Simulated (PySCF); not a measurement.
C$_{6}$H$_{12}$Si, singlet, at a GFN2-xTB geometry, with bond 8-1 at 2.4 times its length.

PySCF was given this input:
```python
from pyscf import gto, scf, mcscf
import numpy

mol = gto.M(
    atom='''
Si   -0.06658475    0.58313141   -0.80760391
C     1.17396917   -0.73600770   -0.19499864
C     2.57441986   -0.26488611   -0.35794603
C     3.35914092    0.12067674    0.63205499
C    -1.84786149   -0.10496326   -0.67028357
C    -2.17257101   -0.51220878    0.72263272
C    -2.91343726    0.19270579    1.55897356
H     0.24114227    3.48476328    1.15875982
H     0.20003811    0.89885849   -2.21794838
H     0.98139337   -0.96146998    0.85469636
H     1.03218202   -1.65718244   -0.76393678
H     2.93273657   -0.22508839   -1.37857112
H     4.36261666    0.47262553    0.46445823
H     3.02750997    0.09559642    1.65743935
H    -1.95794574   -0.96129094   -1.33720135
H    -2.54413702    0.66359406   -1.00427656
H    -1.73518986   -1.44794761    1.04754131
H    -3.10895913   -0.13310440    2.56633864
H    -3.36165463    1.12752451    1.26360269
''',
    basis='sto-3g',
    verbose=4,
)

mf = scf.RHF(mol)
mf.kernel()
mc = mcscf.CASSCF(mf, 9, 8)
mc.fix_spin_(ss=0.0)
mc.kernel()
occ = numpy.linalg.eigvalsh(mc.fcisolver.make_rdm1(mc.ci, mc.ncas, mc.nelecas))[::-1]
ss = mc.fcisolver.spin_square(mc.ci, mc.ncas, mc.nelecas)[0]
print('natural occupations', occ.round(4), ' <S^2>', round(ss, 4))
```

Problem. What does this run give for the total energy, number of basis functions, SCF-reference Mulliken (on the basis functions themselves) charges in atom order, natural occupations of the active orbitals, SCF-reference HOMO energy?

Solution. 
The total energy comes out as -516.8933 Eh, the number of basis functions is 51 and the SCF-reference Mulliken (on the basis functions themselves) charges in atom order comes out as Si1 0.71, C2 -0.28, C3 -0.06, C4 -0.14, C5 -0.28, C6 -0.06, C7 -0.14, H8 -0.18, H9 -0.15, H10 0.06, H11 0.06, H12 0.05, H13 0.06, H14 0.06, H15 0.06, H16 0.06, H17 0.05, H18 0.06, H19 0.06. The natural occupations of the active orbitals is 1.98, 1.89, 1.89, 1.14, 0.86, 0.11, 0.11, 0.02, 0.00. The SCF-reference HOMO energy comes out as -3.47 eV.
